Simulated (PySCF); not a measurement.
# A small calculation by hand: oscillator strength and radiative lifetime

Zn(Me)(OH) (CH₄OZn), SMILES [OH][Zn][CH3].

Coordinates come from a r2SCAN-D4/def2-TZVP optimisation. The geometry has at least one imaginary mode, so it is a saddle point at that level. The isomer is the one that the SMILES or the coordinates give; other isomers of the formula were not compared. The values are those of a single conformer.

TDDFT-B3LYP/def2-SVPD (PySCF 2.14.0) puts the first singlet state with f over 0.02 at 5.87 eV (vertical), with the transition dipole (-0.460, -0.054, 0.006) in atomic units.

**Question.** Find the oscillator strength, the wavelength and the radiative lifetime that this transition would have in vacuum if emission retraced absorption.

**Answer.** 
|μ|² = 0.2146 au, so |μ| = 1.18 D. ΔE = 5.87/27.211 = 0.2157 hartree. f = (2/3) ΔE |μ|² = 0.031 (the program prints 0.031).
λ = 1239.84/5.87 = 211 nm; ν = 47345 cm⁻¹.
Einstein's coefficient A = 0.6670 ν² f s⁻¹ (ν in cm⁻¹) = 4.6e7 s⁻¹, so τ = 1/A = 22 ns. This state is S1. The figure is the radiative limit of this one transition; relaxation, internal conversion, crossing to triplets and a medium change what is measured.
